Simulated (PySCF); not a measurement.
# Ionising SeH

PBE0; PySCF, no relativity, basis sets H def2-SVPD, Se def2-SVPD. Neutral (UKS): doublet (π ↑), Re = 1.474 Å, ωe = 2455 cm⁻¹, De = 3.36 eV, HOMO -6.99 eV, LUMO -4.53 eV.

SeH⁻ (UKS): singlet (closed shell), Re = 1.477 Å, ωe = 2404 cm⁻¹, De = 3.55 eV to H + Se⁻. The energies at the minima are -2401.53750 hartree for SeH and -2401.62141 for SeH⁻.

Question: Work out the adiabatic electron affinity, without and with harmonic zero-point energies (1 hartree = 27.2114 eV, 1 eV = 8065.5 cm⁻¹), and the change of the bond length.

Answer: At PBE0: 0.08391 hartree = 2.283 eV between the minima; the zero-point term (2455.0 − 2404.0)/2 cm⁻¹ = +0.003 eV makes it 2.286 eV. Re changes by +0.3 pm against the neutral. The electron enters a π orbital, which is non-bonding in a hydride.

For an ion De counts to the pair picked by the measured ionisation energies or electron affinities, which need not be the lowest pair at this level. States were picked by a PBE0 search and need not be the measured ground states.
